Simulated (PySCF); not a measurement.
# Steps of a relaxation of Tb2S3

Tb2S3 (singlet in the valence; each metal's 4f electrons, 8 of them, lie in its core potential, out of spins and levels). PySCF 2.14.0, RKS B3LYP, Tb lcecp-1-SVP with ECP54, S def2-SVP; non-relativistic Hamiltonian with scalar-relativistic core potentials where named; density fitting; no spin-orbit coupling. Origin of the start: template. Columns: position (Å) and force (eV/Å). Energies are counted from the last step; some of the 8 steps are shown. Forces carry noise of the integration grid, about 0.01 to 0.03 eV/Å.

Run from Python with OMP_NUM_THREADS=2. Where DIIS fails, smearing, a level shift and second-order steps follow.
It took 92 s on 2 threads of Arm Neoverse V2 (shared host), from the converged density of the start.

```xyz
5
step 0  E = 1.202 eV
Tb    0.0000    0.0000    1.6725     0.00    0.00    0.37
Tb    0.0000    0.0000   -1.6725     0.00    0.00   -0.37
S     1.8034    0.0000    0.0000     3.28    0.00    0.00
S    -0.9017    1.5618    0.0000    -1.64    2.84    0.00
S    -0.9017   -1.5618    0.0000    -1.64   -2.84    0.00
```

```xyz
5
step 2  E = 0.073 eV
Tb    0.0000    0.0000    1.6040    -0.01    0.00   -0.63
Tb    0.0000    0.0000   -1.6040    -0.01    0.00    0.63
S     2.0092    0.0000    0.0000     0.45    0.00    0.00
S    -1.0046    1.7400    0.0000    -0.22    0.38    0.00
S    -1.0046   -1.7400    0.0000    -0.22   -0.38    0.00
```

```xyz
5
step 5  E = 0.001 eV
Tb    0.0000    0.0000    1.5522     0.00    0.00   -0.08
Tb    0.0000    0.0000   -1.5522     0.00    0.00    0.08
S     2.0716    0.0000    0.0000    -0.06    0.00    0.00
S    -1.0358    1.7941    0.0000     0.03   -0.06    0.00
S    -1.0358   -1.7941    0.0000     0.03    0.06    0.00
```

Problem. Where does the relaxation end?

Solution. It converges at step 7 in D3h:
```xyz
5
step 7  E = 0
Tb    0.0000    0.0000    1.5505
Tb    0.0000    0.0000   -1.5505
S     2.0676    0.0000    0.0000
S    -1.0338    1.7906    0.0000
S    -1.0338   -1.7906    0.0000
```

Problem. How did the contacts change?

Solution. 
```tsv
contact	start (Å)	end (Å)
Tb1–S3 (S)	2.460	2.584
Tb1–S4 (S)	2.460	2.584
Tb1–S5 (S)	2.460	2.584
```


An lcecp potential fixes the number of 4f electrons, so in runs with it no electron can move into or out of that shell.
